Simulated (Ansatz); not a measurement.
Coupled-cluster diagnostics for the cluster Sn2Ge2, Ansatz.

Geometry of the singlet (PBE0-D4/def2-SVP):

```xyz
4

Ge   -1.0554   -0.6547   -0.1241
Ge   -0.1516   -0.6127    2.0875
Sn    1.3005    0.7756    0.2821
Sn   -0.0934    0.4918   -2.2455
```

In the def2 sets Sn takes a core potential; there is no spin–orbit coupling. Correlated methods freeze 26 core orbitals; core or outer-core shells of Ge, Sn are correlated, in sets that lack core-valence functions. The structure comes from a short search, and lower isomers may exist.

(1) Estimate the CCSD(T) correlation energy, the shares of MP2 and (T), T1 and the reference's ⟨S²⟩ for: charge 0, singlet, own geometry in def2-TZVPP; and the rough time on 2 threads of AMD EPYC 7R13 on a shared host and a share (18 GiB) of an NVIDIA H100 80GB HBM3.

## Answers

(1) 
```json
{"state": "charge 0, singlet, own geometry", "basis": "def2-TZVPP", "correlation (eV)": "-30.356", "MP2 share (%)": "99.6", "(T) share (%)": "5.0", "T1": "0.015", "⟨S²⟩ (pure)": "0.00 (0.00)", "wall time": "19 s", "remarks": "restricted SCF unstable"}
```
Customary marks for T1 are 0.02 (closed shells), 0.045 (open shells) and about 0.05 (3d metals). T1 stays under 0.02 throughout.
